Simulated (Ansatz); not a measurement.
Geometry optimisation, RKS PBE0-D4/6-31G* in Ansatz 0.2.0.

Input:

```yaml
crystal:
  periodic: [false, false, false]
  atoms:
    - { symbol: B, position_ang: [0.0, 0.0, 0.0] }
    - { symbol: C, position_ang: [0.0, 0.0, 1.95] }
    - { symbol: H, position_ang: [-0.9996, -0.3092, 2.3205] }
    - { symbol: H, position_ang: [0.7676, -0.7111, 2.3205] }
    - { symbol: H, position_ang: [0.232, 1.0203, 2.3205] }
    - { symbol: H, position_ang: [1.0305, 0.0, -0.595] }
    - { symbol: C, position_ang: [-1.3856, 0.0, -0.8] }
    - { symbol: H, position_ang: [-1.9458, -0.9305, -0.5708] }
    - { symbol: H, position_ang: [-1.9898, 0.8797, -0.4946] }
    - { symbol: H, position_ang: [-1.1839, 0.0508, -1.8903] }
    - { symbol: O, position_ang: [-0.219, -1.6079, 0.5392] }
    - { symbol: C, position_ang: [-0.7634, -2.6617, -0.2415] }
    - { symbol: H, position_ang: [-0.1565, -3.5801, -0.099] }
    - { symbol: H, position_ang: [-1.8088, -2.8567, 0.0767] }
    - { symbol: H, position_ang: [-0.7512, -2.3734, -1.3133] }
    - { symbol: H, position_ang: [-0.1495, -1.0979, 1.5797] }
basis:
  gaussian: { orbitals: "6-31G*" }
hamiltonian:
  xc: pbe0
  dispersion: d4
relax:
  f_tol: 0.15
  max_steps: 25
  restrain:
    - { distance: [0, 10], at: 2.61, k: 30.0 }
    - { distance: [15, 1], at: 2.31, k: 30.0 }
    - { distance: [0, 1], at: 1.6, k: 30.0 }
    - { distance: [15, 10], at: 1.01, k: 30.0 }
```

Command:

```bash
$ ansatz run input.yaml --threads 2 --pin off --max-ram 3072MiB --backend cpu --events-out ev --progress --plain --runs-dir out
```

Task: Where does it end, and by what steps?

Result: It converged. The restraints hold the end off the free minimum. After 13 steps the energy has fallen by 3.712 eV (the restraints' own energy left out); H16 moved furthest, 1.10 Å. Parted: B1–O11 (1.71 → 2.60 Å), C2–H16 (1.17 → 2.32 Å).

| step | energy less start (eV) | largest force component (eV/Å) | accepted |
| --- | --- | --- | --- |
| 0 | 0.0000 | 5.345 | yes |
| 1 | -0.8355 | 3.298 | yes |
| 2 | -0.8060 | 5.878 | yes |
| 3 | -0.9986 | 5.156 | yes |
| 4 | -1.9462 | 3.560 | yes |
| 5 | -3.1461 | 1.455 | yes |
| 6 | -3.4777 | 1.366 | yes |
| 7 | -3.5944 | 0.809 | yes |
| 8 | -3.6223 | 0.869 | yes |
| 9 | -3.6434 | 0.757 | yes |
| 10 | -3.6506 | 1.078 | yes |
| 11 | -3.6984 | 0.918 | yes |
| 12 | -3.6863 | 1.133 | no |
| 13 | -3.7124 | 0.809 | yes |

```xyz
16
Properties=species:S:1:pos:R:3
B -0.073 0.302 0.223
C -0.140 0.147 1.804
H -1.025 -0.383 2.179
H 0.769 -0.290 2.239
H -0.191 1.162 2.231
H 0.983 0.621 -0.256
C -1.358 0.339 -0.678
H -2.244 -0.139 -0.246
H -1.613 1.400 -0.840
H -1.173 -0.076 -1.676
O 0.336 -2.265 0.221
C -0.739 -3.075 -0.210
H -0.601 -4.128 0.075
H -1.710 -2.726 0.166
H -0.751 -3.013 -1.302
H 0.209 -2.054 1.173
```

Run time: 30 s on 2 threads of Intel(R) Xeon(R) 6975P-C (Granite Rapids), on a shared host, peak memory 0.23 GiB.
